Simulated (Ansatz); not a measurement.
Relaxation of CH₅AlN₂O (10 atoms, charge 0, multiplicity 1), to a largest force component of 0.02 eV/Å in at most 50 steps.

Method: Ansatz, RKS B3LYP-D4/def2-SVP.

```xyz
10
Properties=species:S:1:pos:R:3
N 0.344 -0.634 1.535
C 0.248 -0.984 0.287
O 0.496 -2.309 -0.029
N -0.001 -0.071 -0.785
Al -0.496 1.786 -0.661
H 0.100 0.405 1.824
H -0.762 -0.911 0.690
H -0.055 -0.442 -1.762
H -0.510 2.544 0.816
H -0.835 2.628 -1.939
```

Task: Where does it end, and by what steps?

Result: The forces met the threshold. After 16 steps the energy has fallen by 5.907 eV; H7 moved furthest, 1.60 Å. Parted: C2–H7 (1.09 → 2.03 Å). Joined: N1–H7 (1.42 → 1.01 Å).

| step | energy less start (eV) | largest force component (eV/Å) | accepted |
| --- | --- | --- | --- |
| 0 | 0.0000 | 7.679 | yes |
| 1 | -1.5838 | 5.802 | yes |
| 2 | -3.2649 | 4.480 | yes |
| 3 | -4.2282 | 3.916 | yes |
| 4 | -4.8945 | 1.785 | yes |
| 5 | -5.1918 | 1.278 | yes |
| 6 | -5.3776 | 1.437 | yes |
| 7 | -5.5739 | 0.991 | yes |
| 8 | -5.7176 | 0.902 | yes |
| 9 | -5.8283 | 0.499 | yes |
| 10 | -5.8824 | 0.223 | yes |
| 11 | -5.8924 | 0.365 | yes |
| 12 | -5.9002 | 0.211 | yes |
| 13 | -5.9016 | 0.518 | yes |
| 14 | -5.9064 | 0.094 | yes |
| 15 | -5.9073 | 0.025 | yes |
| 16 | -5.9073 | 0.012 | yes |

```xyz
10
Properties=species:S:1:pos:R:3
N -0.042 -0.589 1.364
C 0.100 -0.958 0.050
O 0.362 -2.099 -0.285
N -0.052 0.079 -0.884
Al -0.399 1.841 -0.754
H -0.404 0.313 1.643
H -0.032 -1.336 2.045
H 0.098 -0.323 -1.809
H -0.665 2.410 0.698
H -0.436 2.673 -2.092
```

Whether the end is a true minimum wasn't checked by a vibrational analysis.

Run time: 23 s on 2 threads of Intel(R) Xeon(R) 6975P-C (Granite Rapids) (shared host), peak memory 0.23 GiB.
